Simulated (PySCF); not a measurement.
## Be: excitation energy

Be [He] 2s2 (1S) → Be [He] 2s1 2p1 (3P), as a difference of total energies. Computed with PySCF 2.14 in aug-cc-pVTZ with one added diffuse shell each of s, p, d, f type (6s5p4d3f, 62 functions), with the non-relativistic Hamiltonian (point nucleus). Correlated levels: valence: 1s2 frozen. The calculations carry no spin-orbit coupling.

```json
{"method": "UHF", "excitation energy (cm⁻¹)": "13059"}
{"method": "MP2 (valence)", "excitation energy (cm⁻¹)": "18689"}
{"method": "SCS-MP2 (valence)", "excitation energy (cm⁻¹)": "20330"}
{"method": "CCSD (valence)", "excitation energy (cm⁻¹)": "22008"}
```

Errors of the correlated levels include the incompleteness of this basis and the frozen core.

With two correlated electrons CCSD is exact in that space.

For comparison: 21980 cm⁻¹ (measured; NIST levels, between the centres of gravity of the two terms).
